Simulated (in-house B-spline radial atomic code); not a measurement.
Configurations of Yb²⁺, with energies counted from [Xe] 4f14. Computed with an all-electron radial atomic-structure program (B-spline basis): scalar-relativistic (X2C) CAM-B3LYP, spin-polarised, spherical fractional occupations, exact exchange averaged over the configuration, Fermi nucleus of rms radius 5.3108 fm. Shells without spins written out take the highest spin.

Occupations are held fixed; configurations that lie above the ionisation limit could autoionise.

```tsv
configuration	E - E(ref) (eV)	highest orbital	its <r> (bohr)
[Xe] 4f13 6s1	4.3543	6s up	3.093
[Xe] 4f13 5d1	5.1172	5d up	2.265
[Kr] 4d10 4f14 5s2 5p5 6d1	39.107	6d up	5.582
[Kr] 4d9 4f14 5s2 5p6 6d1	193.75	6d up	5.55
[Kr] 4d9 4f14 5s2 5p6 5f1	195.48	5f up	5.656
[Kr] 4d9 4f14 5s2 5p6 6f1	198.22	6f up	9.854
```

(1) Order these further configurations by energy, lowest first.
A. [Xe] 4f13 6d1
B. [Xe] 4f13 5f1
C. [Kr] 4d10 4f14 5s2 5p5 5f1
D. [Kr] 4d10 4f14 5s2 5p5 6s1
E. [Xe] 4f13 6p1

(2) How far above the reference does [Kr] 4d9 4f14 5s2 5p6 5d1 lie?

## Answers

(1) E (9.644 eV), A (15.73 eV), B (17.453 eV), D (27.791 eV), C (40.81 eV).

(2) 183.16 eV; its least bound orbital is 5d up with <r> = 2.264 bohr.
